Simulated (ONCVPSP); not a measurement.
Which change was made? (Se, ONCV)

```
Element                 : selenium
Generator               : ONCVPSP 4.0.1
Type                    : optimised norm-conserving Vanderbilt (ONCV)
Functional              : LDA (Perdew-Zunger)
Relativity              : fully relativistic
Frozen core             : [Ar]
Valence charge          : 16
Reference configuration : 3d10 4s1.75 4p4.25
Partial waves           : 4s: rc 1.50 bohr, ncon 4, nbas 8, qcut 3.8 1/bohr, 2 projectors, debl 2.6 Ha; 4p: rc 1.60 bohr, ncon 4, nbas 9, qcut 4.7 1/bohr, 2 projectors, debl 0.5 Ha; 3d: rc 0.65 bohr, ncon 4, nbas 8, qcut 26.3 1/bohr, 2 projectors, debl 1.2 Ha
Local potential         : polynomial inside 0.40 bohr (lpopt 5, dvloc0 1 Ha)
Core correction         : Teter function, fcfact 1.5, rcfact 1.3
```

Open shells are filled in proportion to 2j + 1.

In the d channel the program set the typed energies aside and used -1.963, 0.250 Ha (j = l + 1/2; the other j can differ).

Cutoffs, loose and tight: the cutoffs (Ha) at which the residual kinetic energy of the hardest occupied pseudo-wave falls to 1 and 0.1 mHa per electron. They do not see the model core or the augmentation charge, which bear on the density cutoff. Test errors are all-electron minus pseudo excitation energies from the reference, over the configurations 3d10 4s2 4p4; 3d10 4s2 4p3; 3d10 4s2 4p2; 3d9 4s2 4p4; variants that change the core or the reference have their own tests. The largest error is taken over the tests solved by every variant that gives reliable tests at all, those not shown here included: 3d10 4s2 4p2; 3d10 4s2 4p3; 3d10 4s2 4p4.

The base gives: outcome: generated, projector energies reset by the program; cutoff, loose: 250 Ha; cutoff, tight: 283 Ha; bound ghosts: s, p3/2, p1/2; GHOST(+) flags above zero: s; largest test error (meV): +3.6.

(1) After one change the result is: outcome: generated, projector energies reset by the program; cutoff, loose: 208 Ha; cutoff, tight: 232 Ha; bound ghosts: s, p3/2, p1/2; GHOST(+) flags above zero: s; largest test error (meV): +3.6. Which change was it?
A. all radii but the core radius scaled by about 1.31 (s 1.96, p 2.10, d 0.86 bohr); local potential polynomial inside 0.52 bohr (lpopt 5, dvloc0 1 Ha)
B. d: qcut 21.9
C. d: qcut 34.9

Results:

(1) B. The others give: all radii but the core radius scaled by about 1.31 (s 1.96, p 2.10, d 0.86 bohr); local potential polynomial inside 0.52 bohr (lpopt 5, dvloc0 1 Ha) → outcome: generated, projector energies reset by the program; cutoff, loose: 214 Ha; cutoff, tight: 247 Ha; bound ghosts: s, p3/2, p1/2; GHOST(+) flags above zero: none; largest test error (meV): +1.6 | d: qcut 34.9 → outcome: generated, projector energies reset by the program; cutoff, loose: 380 Ha; cutoff, tight: 440 Ha; bound ghosts: s, p3/2, p1/2; GHOST(+) flags above zero: s, d5/2, d3/2; largest test error (meV): +3.6.
